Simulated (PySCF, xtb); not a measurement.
F5Te, SMILES F[Te](F)(F)(F)F, multiplicity 2.

Geometry: B3LYP-D3(BJ)/def2-SVP. The isomer is the one that the SMILES or the coordinates give; other isomers of the formula were not compared. The def2 effective core potentials stand for the cores of Te; spin–orbit coupling is left out.

Computed with IEF-PCM-B3LYP/def2-SVP in PySCF 2.14.0.

The values are the electrostatic part of the solvation free energy, E(continuum) − E(gas) at the gas-phase geometry, in a cavity of scaled van der Waals radii (PySCF's table); cavitation and dispersion terms are not included. The dipole moment in vacuum is 1.87 D.

### Question
Estimate the values in water (ε = 78.36), 2-propanol (ε = 19.26), dichloromethane (ε = 8.93). (Estimate from the structure and the level; the computed values follow.)

### Answer

```json
[
 {"solvent": "water", "ε": "78.36", "ΔG(elec) (kcal/mol)": "-5.3", "dipole (D)": "2.27"},
 {"solvent": "2-propanol", "ε": "19.26", "ΔG(elec) (kcal/mol)": "-4.9", "dipole (D)": "2.24"},
 {"solvent": "dichloromethane", "ε": "8.93", "ΔG(elec) (kcal/mol)": "-4.4", "dipole (D)": "2.20"}
]
```

For comparison, GFN2-xTB/ALPB(water) (xtb, at the GFN2-xTB geometry, all terms of that model) gives 3.3 kcal/mol.
